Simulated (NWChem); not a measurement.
System: CH$_{3}$Cl$_{3}$Sn; SMILES [CH3][Sn]([Cl])([Cl])[Cl]

Here is an NWChem input.

```
start job
memory heap 200 mb stack 900 mb global 1100 mb
geometry units angstroms
  C     -2.442413    -0.343702     0.089659
  Sn    -0.247153    -0.034821     0.009058
  Cl     0.774739    -1.351028    -1.613718
  Cl     0.320754     2.167281    -0.479158
  Cl     0.795280    -0.549917     2.023537
  H     -2.616975    -1.337013     0.483901
  H     -2.854634     0.416850     0.740019
  H     -2.821843    -0.248059    -0.919780
end
basis spherical
  * library def2-svp
end
ecp
  Sn library def2-ecp
end
dft
  xc pbe0
  iterations 150
end
driver
  maxiter 120
end
task dft optimize
```

Output (shortened):

```
             Northwest Computational Chemistry Package (NWChem) 7.3.0
             --------------------------------------------------------

 C3  symmetry detected

                             Geometry "geometry" -> ""
                             -------------------------

 Output coordinates in angstroms (scale by  1.889725989 to convert to a.u.)

  No.       Tag          Charge          X              Y              Z
 ---- ---------------- ---------- -------------- -------------- --------------
    1 C                    6.0000    -0.00000000     0.00000000    -2.43905636
    2 Sn                  50.0000    -0.00000000     0.00000000    -0.22070785
    3 Cl                  17.0000    -0.54969806     2.07888758     0.66594954
    4 Cl                  17.0000    -1.52552043    -1.51549627     0.66594954
    5 Cl                  17.0000     2.07521848    -0.56339131     0.66594954
    6 H                    1.0000     0.84262192     0.59667898    -2.76456518
    7 H                    1.0000     0.09542820    -1.02807148    -2.76456518
    8 H                    1.0000    -0.93805012     0.43139250    -2.76456518

 Effective nuclear repulsion energy (a.u.)     875.9647814677

      Symmetry information
      --------------------

 Group name             C3
 Group number              5
 Group order               3
 No. of unique centers     4

                                Z-matrix (autoz)
                                --------

 Units are Angstrom for bonds and degrees for angles

[...]

      ----------------------
      Optimization converged
      ----------------------

  Step       Energy      Delta E   Gmax     Grms     Xrms     Xmax
  ---- ---------------- -------- -------- -------- -------- --------
@    5   -1633.99046117 -4.7D-07  0.00006  0.00002  0.00070  0.00121
                                     ok       ok       ok       ok

                                Z-matrix (autoz)
                                --------

 Units are Angstrom for bonds and degrees for angles

      Type          Name      I     J     K     L     M      Value     Gradient
      ----------- --------  ----- ----- ----- ----- ----- ---------- ----------
    1 Stretch                  1     2                       2.12526   -0.00002
    2 Stretch                  1     6                       1.09785   -0.00002
    3 Stretch                  1     7                       1.09785   -0.00002
    4 Stretch                  1     8                       1.09785   -0.00002
    5 Stretch                  2     3                       2.33646    0.00006
    6 Stretch                  2     4                       2.33646    0.00006
    7 Stretch                  2     5                       2.33646    0.00006
    8 Bend                     1     2     3               111.97323   -0.00001
    9 Bend                     1     2     4               111.97323   -0.00001
   10 Bend                     1     2     5               111.97323   -0.00001
   11 Bend                     2     1     6               108.50911    0.00001
   12 Bend                     2     1     7               108.50911    0.00001
   13 Bend                     2     1     8               108.50911    0.00001
   14 Bend                     3     2     4               106.85745    0.00001
   15 Bend                     3     2     5               106.85745    0.00001
   16 Bend                     4     2     5               106.85745    0.00001
   17 Bend                     6     1     7               110.41596   -0.00001
   18 Bend                     6     1     8               110.41596   -0.00001
   19 Bend                     7     1     8               110.41596   -0.00001
   20 Torsion                  3     2     1     6          69.78105   -0.00001
   21 Torsion                  3     2     1     7        -170.21895   -0.00001
   22 Torsion                  3     2     1     8         -50.21895   -0.00001
   23 Torsion                  4     2     1     6        -170.21895   -0.00001
   24 Torsion                  4     2     1     7         -50.21895   -0.00001
   25 Torsion                  4     2     1     8          69.78105   -0.00001
   26 Torsion                  5     2     1     6         -50.21895   -0.00001
   27 Torsion                  5     2     1     7          69.78105   -0.00001
   28 Torsion                  5     2     1     8        -170.21895   -0.00001

                         Geometry "geometry" -> "geometry"
                         ---------------------------------

 Output coordinates in angstroms (scale by  1.889725989 to convert to a.u.)

[...]
```

Level: PBE0/def2-SVP with def2 effective core potentials on Sn. Not confirmed as a minimum by frequencies. def2 effective core potentials on Sn; no spin-orbit coupling.
